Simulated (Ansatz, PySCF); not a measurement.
This Ansatz (an electronic-structure program) input computes a PBE0/def2-TZVPD energy:

Ansatz 0.2 input:
```yaml
crystal:
  periodic: [false, false, false]
  atoms:
    - {symbol: Se, position_ang: [-0.00001182, 0.05762557, 0.00169855]}
    - {symbol: H, position_ang: [-1.06697200, -0.97993617, -0.02607717]}
    - {symbol: H, position_ang: [1.06737402, -0.97933327, -0.03167343]}
basis:
  gaussian:
    orbitals: def2-TZVPD
hamiltonian:
  xc: {name: PBE0}
total_charge: 1
magnetization: {spin_polarized: true, initial_magnetization: 1}
output: {forces: true}
```

### Question
Write an input for the same energy in PySCF and say what it gives.

### Answer

```python
from pyscf import gto, scf, dft

mol = gto.M(
    atom='''
    Se   -0.00001182    0.05762557    0.00169855
    H    -1.06697200   -0.97993617   -0.02607717
    H     1.06737402   -0.97933327   -0.03167343
    ''',
    basis='def2-tzvpd',
    charge=1,
    spin=1,
    verbose=4,
)

mf = dft.UKS(mol, xc='pbe0').density_fit(auxbasis='def2-universal-jkfit')
mf.grids.level = 3
mf.conv_tol = 1e-9
mf.max_cycle = 100
mf.max_memory = 1500
mf.kernel()
if not mf.converged:
    mf = mf.newton()
    mf.kernel(mf.make_rdm1())
for _ in range(2):
    mo, _, stable, _ = mf.stability(return_status=True)
    if stable:
        break
    mf.kernel(mf.make_rdm1(mo, mf.mo_occ))
mf.analyze()
```
It gives -2402.10350 Eh, and Ansatz -2402.10346 Eh, a difference of 0.04 mEh, from the treatment of integrals and grids.
